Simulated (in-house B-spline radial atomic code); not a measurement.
## The tantalum ion Ta⁷⁺: [Kr] 4d10 4f14 5s2 5p4 (an excited or competing configuration)

Method: Dirac-Hartree-Fock, average of configuration, Fermi nucleus of rms radius 5.3507 fm. Calculated with an all-electron radial atomic-structure program (B-spline basis).

Screening seen three ways: the hydrogenic charge with the same mean radius, Z_r = [3n² - l(l+1)]/(2<r>), the one with the same energy, Z_e = n√(-2ε), and Slater's rules. Values are occupation-weighted means over j. An effective charge above Z reflects the relativistic contraction of the inner shells.

```json
{"shell": "1s", "electrons": "2", "ε (eV)": "-67941", "<r> (bohr)": "0.01866", "Z_r": "80.38", "Z_e": "70.66", "Slater": "72.70"}
{"shell": "2s", "electrons": "2", "ε (eV)": "-11889", "<r> (bohr)": "0.07829", "Z_r": "76.64", "Z_e": "59.12", "Slater": "68.85"}
{"shell": "2p", "electrons": "6", "ε (eV)": "-10493", "<r> (bohr)": "0.07015", "Z_r": "71.28", "Z_e": "55.54", "Slater": "68.85"}
{"shell": "3s", "electrons": "2", "ε (eV)": "-2859.4", "<r> (bohr)": "0.2038", "Z_r": "66.24", "Z_e": "43.49", "Slater": "61.75"}
{"shell": "3p", "electrons": "6", "ε (eV)": "-2431.3", "<r> (bohr)": "0.2037", "Z_r": "61.38", "Z_e": "40.10", "Slater": "61.75"}
{"shell": "3d", "electrons": "10", "ε (eV)": "-1899", "<r> (bohr)": "0.1856", "Z_r": "56.56", "Z_e": "35.44", "Slater": "51.85"}
{"shell": "4s", "electrons": "2", "ε (eV)": "-692.25", "<r> (bohr)": "0.4592", "Z_r": "52.27", "Z_e": "28.53", "Slater": "45.25"}
{"shell": "4p", "electrons": "6", "ε (eV)": "-548", "<r> (bohr)": "0.487", "Z_r": "47.23", "Z_e": "25.39", "Slater": "45.25"}
{"shell": "4d", "electrons": "10", "ε (eV)": "-353.04", "<r> (bohr)": "0.5234", "Z_r": "40.12", "Z_e": "20.38", "Slater": "33.85"}
{"shell": "5s", "electrons": "2", "ε (eV)": "-177.43", "<r> (bohr)": "1.074", "Z_r": "34.93", "Z_e": "18.06", "Slater": "16.05"}
{"shell": "5p", "electrons": "4", "ε (eV)": "-138.77", "<r> (bohr)": "1.205", "Z_r": "30.30", "Z_e": "15.97", "Slater": "16.05"}
{"shell": "4f", "electrons": "14", "ε (eV)": "-137.87", "<r> (bohr)": "0.6111", "Z_r": "29.46", "Z_e": "12.73", "Slater": "22.45"}
```

The least bound orbital is 5p3/2 at -135.3 eV, and it is also the most diffuse (<r> = 1.229 bohr). The part-filled 5p shell lies below the filled 4f shell in orbital energy.

Spin-orbit splittings of the orbital energies (j = l + 1/2 above j = l - 1/2 when positive): 2p 1273 eV, 3p 278.4 eV, 3d 60.04 eV, 4p 64.64 eV, 4d 12.09 eV, 5p 10.48 eV, 4f 2.151 eV.

For the 1s electron the small component carries 7.56 % of the norm, the zero-frequency Breit interaction raises the level by 232.5 eV, self-energy by 144.7 eV, and vacuum polarisation lowers it by 26.96 eV.
